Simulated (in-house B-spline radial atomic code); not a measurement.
The numbers below are computed, except where a source is named.
**Making a Troullier-Martins d channel for Sb, r_c = 0.95 bohr**

Sb, [Kr] 4d10 5s2 5p3, non-relativistic PBE, spherical and spin-unpolarised, from an all-electron radial atomic-structure program (B-spline basis) (atomic units). The all-electron 4d level is ε = -1.295322 hartree, its outermost node lies just inside 0.38 bohr and its outer maximum at 0.84 bohr.

Inside r_c the pseudo-orbital is u(r) = r^3 exp(p(r)), with p = c0 + c2 r² + c4 r⁴ + … + c12 r¹². The seven coefficients follow from p and its first four derivatives at r_c, from zero curvature of the screened potential at the origin, c4 = −c2²/(2l + 5), and from the norm inside r_c. At r_c the all-electron orbital has P = 1.051785, P' = -0.5030888, the screened potential V = -6.275353, V' = 15.84244, V'' = -53.12742, and the norm inside is Q = 0.4837362.

What are p, p' and p'' at r_c?

p = ln(P/r_c^3) = ln(1.051785/0.857375) = 0.20437. p' = P'/P − 3/r_c = -0.47832 − 3.15789 = -3.63621. The radial equation gives p'' = 2(V − ε) − 2(3) p'/r_c − p'² = -9.96006 − (-22.96556) − 13.22205 = -0.21655. Differentiating, p''' = 2V' + 2(3)p'/r_c² − 2(3)p''/r_c − 2p'p'' = 7.3034, and p'''' = 2V'' − 4(3)p'/r_c³ + 4(3)p''/r_c² − 2(3)p'''/r_c − 2p''² − 2p'p''' = -51.348.

For a trial c2 the five matching conditions are linear in c0, c6, c8, c10 and c12, and c2 is varied until the norm inside r_c equals Q. The root nearest zero gives:

| n | c_n |
| --- | --- |
| 0 | 2.382859 |
| 2 | -2.695475 |
| 4 | -0.8072872 |
| 6 | 3.212863 |
| 8 | -3.68894 |
| 10 | 2.102995 |
| 12 | -0.4845952 |

Check c4 and p(r_c), and find the screened pseudopotential at the origin.

−c2²/9 = -0.807287, as listed. The terms c_n r_c^n are 2.38286, -2.43267, -0.65754, 2.36175, -2.44732, 1.25914, -0.26186, which sum to 0.20437. Inverting the radial equation, V_l(r) = ε + 3 p'/r + (p'' + p'²)/2, so V_l(0) = ε + (2l + 3) c2 = -1.295322 + 7 × (-2.69547) = -20.1636 hartree, finite where the all-electron potential diverges.

Orbitals and screened potentials:

```tsv
r (bohr)	P	u	V all-electron	V pseudo
0.095	-0.3002	0.009067	-360.7	-20.15
0.238	-0.5283	0.1251	-93.29	-19.82
0.38	0.01917	0.3994	-41.85	-18.35
0.522	0.606	0.7304	-22.85	-15.47
0.665	0.9567	0.978	-14.09	-11.95
0.808	1.077	1.078	-9.178	-8.831
0.95	1.052	1.052	-6.275	-6.275
```

Logarithmic derivatives P'/P at R = 1.25 bohr, for energies E around ε:

```json
{"E − ε (hartree)": "-0.5", "all-electron": "-0.191932", "pseudo": "-0.192554"}
{"E − ε (hartree)": "-0.25", "all-electron": "-0.609649", "pseudo": "-0.609859"}
{"E − ε (hartree)": "-0.1", "all-electron": "-0.902189", "pseudo": "-0.902239"}
{"E − ε (hartree)": "0", "all-electron": "-1.1192", "pseudo": "-1.11921"}
{"E − ε (hartree)": "0.1", "all-electron": "-1.35716", "pseudo": "-1.35722"}
{"E − ε (hartree)": "0.25", "all-electron": "-1.7616", "pseudo": "-1.76198"}
{"E − ε (hartree)": "0.5", "all-electron": "-2.60695", "pseudo": "-2.60907"}
```

With P(R) = 0.8139235 and a norm of 0.7517062 inside R, what slope in energy does norm conservation fix?

d(P'/P)/dE = −2 × (norm inside R)/P(R)² = -2.2694 per hartree·bohr at E = ε, for both atoms, since orbital and norm agree at R. Differences over ±0.1 hartree give -2.2749 (all-electron) and -2.2749 (pseudo), which also hold third-order terms. Half a hartree below ε the two curves differ by -0.0006.
